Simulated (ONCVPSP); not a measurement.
PBE ONCV dataset for molybdenum, fully relativistic all-electron reference.

ONCVPSP 4.0.1 input, shortened (lines: element, Z, core and valence counts, functional; n l f; lmax; l rc ep ncon nbas qcut; lloc lpopt rc5 dvloc0; l nproj debl; icmod fcfact rcfact), PBE, fully relativistic:

```
  Mo 42.00    6    5        4      upf
    1    0    2.00
    2    0    2.00
    2    1    6.00
    3    0    2.00
    3    1    6.00
    3    2   10.00
    4    0    2.00
    4    1    6.00
    4    2    5.00
    5    0    0.50
    5    1    0.50
    2
    0    1.45    0.00    5    9    6.50
    1    2.35    0.00    3    6    7.50
    2    1.65    0.00    5   10    6.70
    4    5    0.95    0.00
    0    2    3.10
    1    2    3.80
    2    3    2.90
    2    0.45    1.00
```

Open shells are filled in proportion to 2j + 1.

- Cutoffs needed: 31 Ha and 99 Ha (the cutoffs (Ha) at which the residual kinetic energy of the hardest occupied pseudo-wave falls to 1 and 0.1 mHa per electron)
- Ghost test: no bound ghost flagged; GHOST(+) flagged for s at 123.1 eV
- Largest excitation error: +0.6 meV (all-electron minus pseudo) for 4s2 4p6 4d4 5s0 5p0, out of 4 test configurations
- rms error of d²Exc/dni dnj: 5.43 mHa without and 4.23 mHa with the model core
